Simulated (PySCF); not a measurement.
C4H4FNSi.
Cartesian coordinates in Å at the PBE0-D3(BJ)/def2-SVP level; atoms count from 1:
```
atom  x, y, z in Å
N1     3.3790   -0.6921    0.5717
C2     2.2633   -0.4304    0.3865
C3     0.8914   -0.1680    0.1548
C4     0.2472    1.0250    0.1272
C5    -1.1694    0.7511   -0.3063
F6    -2.1218    1.2676    0.5331
Si7   -0.7011   -1.1187   -0.1681
H8     0.6608    2.0170    0.3526
H9    -1.3647    1.1234   -1.3289
H10   -0.7806   -2.0024   -1.3678
H11   -1.2661   -1.7984    1.0290
```

Jobs on this species (11 atoms, 58 electrons) with PySCF (density fitting). Hardware of each: an Arm Neoverse V1 with one thread (shared host). Other jobs ran on the host; a repeat could differ by tens of per cent or more. Peak memory is the resident size of the whole Python process, interpreter and libraries included.

```json
{"level and settings": "PBE0/def2-TZVP", "work": "10 singlets by full TDDFT, 4 Tamm–Dancoff triplets, polarisability", "basis functions": "247", "SCF cycles": "?", "wall time": "?", "peak memory": "?"}
{"level and settings": "PBE0/def2-SVP", "work": "10 singlets by full TDDFT, 4 Tamm–Dancoff triplets, polarisability", "basis functions": "122", "SCF cycles": "?", "wall time": "?", "peak memory": "?"}
{"level and settings": "PBE0-D3(BJ)/def2-SVP, grid level 1", "work": "geometry optimisation from a GFN2-xTB start shaken at random", "basis functions": "122", "SCF cycles": "67", "wall time": "54 s", "peak memory": "0.52 GiB"}
{"level and settings": "PBE0/6-31+G*", "work": "10 singlets by full TDDFT, 4 Tamm–Dancoff triplets, polarisability", "basis functions": "138", "SCF cycles": "14", "wall time": "20 s", "peak memory": "0.69 GiB"}
{"level and settings": "PBE0/aug-cc-pVDZ", "work": "10 singlets by full TDDFT, 4 Tamm–Dancoff triplets, polarisability", "basis functions": "201", "SCF cycles": "14", "wall time": "35 s", "peak memory": "0.88 GiB"}
```

Q: Fill in the missing figures.

A: 
- PBE0/def2-TZVP; 10 singlets by full TDDFT, 4 Tamm–Dancoff triplets, polarisability: 45 s, 1.0 GiB, 15 SCF cycles
- PBE0/def2-SVP; 10 singlets by full TDDFT, 4 Tamm–Dancoff triplets, polarisability: 15 s, 0.63 GiB, 14 SCF cycles

Q: What do all jobs in the table cost together?

A: About 2.8 min; the longest takes about 32 % of that, and about 3.6 times as long as the shortest.
